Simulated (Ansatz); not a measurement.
Cost and result for the atomization energy of CH$_{8}$NSbSi, SMILES `[CH3][Sb]([NH2])[SiH3]` (12 atoms, 11 bonds).

```xyz
12

C     1.065   -1.185    0.962
Sb    0.888   -0.203   -0.949
N     1.222    1.661   -0.173
Si   -1.696   -0.157   -0.821
H     0.725   -2.218    0.881
H     2.115   -1.171    1.253
H     0.473   -0.664    1.713
H     0.456    2.015    0.388
H     1.411    2.338   -0.901
H    -2.117    0.465    0.469
H    -2.273   -1.529   -0.890
H    -2.271    0.649   -1.933
```

Charge 0, multiplicity 1. Correlated methods include outer-core shells of Sb, which these sets cover unevenly. Sb: def2 effective core potential. The geometry is a stationary point of PBE0-D4/def2-TZVP. It is one conformer, not always the lowest. Program: Ansatz. All runs use 4 threads of an Arm Neoverse V1 on a shared host. Times are those of one run each, without the atoms' runs, and a repeat can differ threefold. Electronic energies, without spin–orbit coupling; frozen cores. CCSD(T)/CBS adds CCSD(T) − MP2 in def2-TZVPP to the MP2 limit, and its time is that of the two runs behind it. T1 = 0.013. With those shells the extrapolation isn't a true limit. B3LYP takes the VWN-RPA correlation (the form of Gaussian; ORCA's B3LYP/G).

CCSD(T)/CBS is a level of theory with its own doubt, some kJ/mol a heavy atom from the limit and from the frozen cores, so smaller differences don't rank the functionals.

| level | functions | wall time |
| --- | --- | --- |
| PBE-D4/def2-TZVPP (with forces) | 266 | 3 s |
| PBE0-D4/def2-TZVPP | 266 | 3.7 s |
| r2SCAN-D4/def2-TZVPP (with forces) | 266 | 6 s |
| B3LYP-D4/def2-TZVPP (with forces) | 266 | 6 s |
| B2PLYP/def2-TZVPP | 266 | 7 s |
| ωB97X-V/def2-TZVPP | 266 | 10 s |
| ωB97M-V/def2-TZVPP (with forces) | 266 | 14 s |
| MP2/def2-QZVPP | 506 | 27 s |
| CCSD(T)/def2-TZVPP | 266 | 4.8 min |
| CCSD(T)/CBS(def2) | – | 5.3 min |

Problem. What atomization energy does each give, and how far from CCSD(T)/CBS? (An estimate is asked.)

Solution. Ansatz gave: 
```csv
level,atomization (kcal/mol),difference from CCSD(T)/CBS,per bond
PBE-D4/def2-TZVPP (with forces),902.3,5.7,0.5
PBE0-D4/def2-TZVPP,887.9,-8.7,-0.8
r2SCAN-D4/def2-TZVPP (with forces),888.9,-7.7,-0.7
B3LYP-D4/def2-TZVPP (with forces),898.7,2.1,0.2
B2PLYP/def2-TZVPP,881.7,-14.9,-1.4
ωB97X-V/def2-TZVPP,901.0,4.4,0.4
ωB97M-V/def2-TZVPP (with forces),893.5,-3.1,-0.3
MP2/def2-QZVPP,880.6,-16.0,-1.5
CCSD(T)/def2-TZVPP,867.7,-28.9,-2.6
CCSD(T)/CBS(def2),896.6,0.0,0.0
```

In def2-TZVPP, CCSD(T) changes the Hartree–Fock value by +244.0 kcal/mol (the triples alone add +12.8 kcal/mol) and MP2 by +239.5 kcal/mol; breaking electron pairs costs correlation energy, which Hartree–Fock lacks. The D4 term adds +10.9 kcal/mol with B3LYP and +5.8 kcal/mol with PBE0; it sums over pairs of atoms, weighted by their polarisabilities, and B3LYP, whose exchange is more repulsive, gets the larger term. From PBE to PBE0 (25 % exact exchange), in def2-TZVPP and without D4, the atomization energy moves by −13.4 kcal/mol: exact exchange takes away binding that semilocal exchange gives to molecules.
